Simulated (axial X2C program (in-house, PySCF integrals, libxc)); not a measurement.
# Potential curves of GeBr⁻, 2c

All values were computed with an in-house relativistic program for diatomic molecules. Two-component (2c) means X2C with spin–orbit coupling and atomic mean-field two-electron Coulomb and Gaunt terms. Basis: Br dyall-acv3z [9s10p7d5f1g], Ge dyall-acv3z [10s10p8d5f1g] (cores contracted in-house); Gaussian nuclei, density fitting, unrestricted open shells. Masses: Br 78.918 u, Ge 73.921 u.

State: Ω = 1 (⟨Sz⟩ = 1.00, ⟨Lz⟩ = 0.00 at HF). Energies in cm⁻¹ from the lowest point of each curve. Fits are polynomials in 1 − R0/R over 0.85 to 1.23 times the lowest point R0.

```json
{"R (Å)": "2.3041", "MP2": "1697", "PBE0": "1414", "PBEsol": "1150", "CCSD": "1863"}
{"R (Å)": "2.3801", "MP2": "689", "PBE0": "521", "PBEsol": "355", "CCSD": "798"}
{"R (Å)": "2.4560", "MP2": "166", "PBE0": "90", "PBEsol": "12", "CCSD": "220"}
{"R (Å)": "2.5320", "MP2": "0", "PBE0": "0", "PBEsol": "0", "CCSD": "0"}
{"R (Å)": "2.6206", "MP2": "133", "PBE0": "204", "PBEsol": "288", "CCSD": "72"}
{"R (Å)": "2.7092", "MP2": "510", "PBE0": "638", "PBEsol": "798", "CCSD": "389"}
{"R (Å)": "2.8232", "MP2": "1223", "PBE0": "1407", "PBEsol": "1657", "CCSD": "1028"}
```

Correlated methods: 12 electrons correlated (number of frozen shells: Br 3 s, 2 p, 1 d; Ge 3 s, 2 p, 1 d), 312 virtual spin orbitals or spinors in MP2, 90 natural virtuals in coupled cluster.

One determinant describes the state; a PBE0 search over occupations chose it and may have missed a lower one. Density functionals use the spin component along the axis (collinear). CCSD ran in a truncated set of natural virtual spinors with an MP2 remainder; without triples it tends to underbind. PBE0 can misorder states that lie within some tenths of an eV, so this need not be the ground state of the molecule. The nearest other 2c determinant of the search, Ω = 0, lies 0.61 eV up at the distance of the search. With several unpaired electrons one determinant need not be a pure state. Open-shell Ω = 0 determinants with evenly filled partner blocks cannot be reached by this program, so the Ω shown need not be the lowest component. This is the Ω = 1 component of a π² triplet; the 0⁺ component is not one determinant and can lie lowest. The highest occupied level of some functionals is positive through self-interaction error; at Hartree–Fock it is bound. With the outer-core shells frozen, correlated bond lengths of heavy atoms tend to come out a few hundredths of an ångström too long. Coupled cluster ran on the points near the minimum only. MP2 and coupled cluster on one determinant become unreliable at the stretched end.

Task: Fit the MP2 curve near its minimum: give the equilibrium distance and the harmonic wavenumber.

Result: At MP2, 2c: Re = 2.538 Å, ωe ≈ 197 cm⁻¹; Be follows as 0.0686 cm⁻¹.

Task: Fit the PBE0 curve near its minimum: give the equilibrium distance and the harmonic wavenumber.

Result: At PBE0, 2c: Re = 2.518 Å, ωe ≈ 200 cm⁻¹; Be follows as 0.0697 cm⁻¹.

Task: What are Re and ωe at the PBEsol level?

Result: At PBEsol, 2c: Re = 2.496 Å, ωe ≈ 207 cm⁻¹; Be follows as 0.0709 cm⁻¹.

Task: Fit the CCSD curve near its minimum: give the equilibrium distance and the harmonic wavenumber.

Result: At CCSD, 2c: Re = 2.554 Å, ωe ≈ 191 cm⁻¹; Be follows as 0.0677 cm⁻¹.
